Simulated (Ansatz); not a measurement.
Relative stability

The two ends of one reaction step of SnH6SeS, singlet (PBE0-D4/def2-TZVP).

A:

Sn1  (-1.085, -0.882, 0.445)
S2  (0.894, -0.157, 1.626)
H3  (-0.503, -1.852, -0.821)
H4  (-2.051, -1.782, 1.527)
H5  (-1.930, 0.488, -0.107)
H6  (1.292, 1.325, -0.630)
Se7  (1.065, 1.588, -2.061)
H8  (0.219, 0.657, 2.455)
H9  (2.098, 0.616, -2.434)
(Å)

B:

Sn1  (-1.273, -0.653, -0.733)
S2  (1.994, 0.695, 2.121)
H3  (-1.304, -2.029, -1.734)
H4  (-0.847, -1.069, 0.863)
H5  (-2.753, 0.186, -0.777)
H6  (1.486, 1.072, 0.930)
Se7  (0.423, 0.996, -1.660)
H8  (0.811, 0.841, 2.736)
H9  (1.462, -0.039, -1.747)
(Å)

Program: Ansatz 0.2.0. Basis: def2-TZVPP. Cores are frozen in the correlated methods. Filled d shells of the heavier atoms are correlated. Core potentials replace the inner electrons of the atoms past krypton. The def2 sets are not built for correlating such inner shells, so the correlated values are less sure here. B3LYP uses VWN-RPA correlation.

Problem. Which structure is lower at CCSD(T), and by how much? (Judge from chemistry; the value comes from the calculation.)

Solution. By the calculation: B, by 3.56 kcal/mol (electronic energy, against the other). By their contacts, A is a complex of SnH₄S ([SH][SnH3]) + H₂Se and B is a complex of SnH₄Se ([SeH][SnH3]) + H₂S.

All methods give the same order:

```tsv
method	E(B) − E(A) (kcal/mol)
SPW92	-3.33
PBE-D4	-3.68
BLYP-D4	-3.65
r2SCAN-D4	-3.71
B97M-V	-2.39
PBE0-D4	-3.93
B3LYP-D4	-3.88
r2SCAN0-D4	-4.01
BHLYP-D4	-4.09
CAM-B3LYP-D4	-3.78
wB97X-V	-3.59
wB97M-V	-3.63
B2PLYP	-4.07
PBE-QIDH	-4.00
RPA on PBE	-3.26
HF	-4.77
MP2	-3.71
CCSD	-3.78
CCSD(T)	-3.56
```

T1 diagnostic: at most 0.011.

Labels in which every atom is bracketed show which atoms are joined, not bond orders.

For scale, one of the runs: CCSD(T)/def2-TZVPP, 224 basis functions, launched by `ansatz run in.yaml --threads 8 --pin off --events-out ev --progress --plain --max-ram 19148MiB`. Time: 83 s of wall clock on 8 CPU threads of an Arm Neoverse V2; the host was shared. Peak host memory: 3.9 GiB.
